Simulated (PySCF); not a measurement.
Gas-phase reaction: WO2F2 + 3 O2 + 2 HF ⇌ WO2(OH)2 + 4 FO

Computed with PySCF and rigid-rotor harmonic-oscillator thermochemistry at 1 bar. † marks an energy on the PBE0/def2-TZVP geometry and frequencies. Open shells (unrestricted): O2 (multiplicity 3), FO (multiplicity 2); the rest are closed-shell singlets. Spin-orbit splitting is ignored; it lowers the true energy and changes the entropy of FO. B3LYP is the form with VWN-RPA correlation. W: scalar-relativistic def2 core potential, no spin-orbit coupling. WO2F2: computed as isolated molecules; such fragments, hydroxides, amides, oligomers or adducts are transient or little studied in the gas.

```
level               ΔH°(298 K), kJ
------------------  --------------
B3LYP/def2-TZVP†        (withheld)
BLYP/def2-TZVP†         (withheld)
M06-2X/def2-TZVP†             1095
PBE/def2-TZVP†                1052
PBE0/def2-QZVP†               1087
ωB97M-V/def2-TZVP†      (withheld)
```

Q: Some entries are withheld; supply them.

A: 
- B3LYP/def2-TZVP†, ΔH°(298 K), kJ: 1061
- BLYP/def2-TZVP†, ΔH°(298 K), kJ: 1037
- ωB97M-V/def2-TZVP†, ΔH°(298 K), kJ: 1056
